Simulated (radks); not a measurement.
The numbers below are computed, except where a source is named.
Problem. These are the eigenvalues of the occupied orbitals of an atom or ion with whole-number occupations (eV). Level of theory: Dirac Kohn-Sham, PBE, spin-unpolarised, spherical densities, point nucleus (a radial shooting solver on a logarithmic mesh with Libxc functionals).

orbital  eigenvalue
1s1/2     -45015.41
2s1/2     -7345.587
2p1/2     -6957.201
2p3/2     -6397.072
3s1/2     -1631.619
3p1/2     -1465.268
3p3/2     -1352.674
3d3/2     -1063.762
3d5/2     -1039.380
4s1/2     -353.2705
4p1/2     -289.8400
4p3/2     -264.9650
4d3/2     -160.4985
4d5/2     -156.0236
5s1/2      -69.2459
5p1/2      -50.9427
5p3/2      -46.9684
4f5/2      -35.1008
6p1/2      -14.0788

Which element is it, and in what charge state? The configuration may be excited. Open shells, if any, fill j = l - 1/2 first.

Solution. Z = 61, promethium, charge +2: Pm2+ in [Xe] 4f3 6p2. The list shows which subshells hold electrons but not how many an open one holds; the 1s level, -1654.3 hartree, gives Z - s = 57.5 by -(Z - s)^2/2, which with screening and relativity narrows Z to a few neighbours, and the depths of the outer levels then fix element, charge and occupations together.
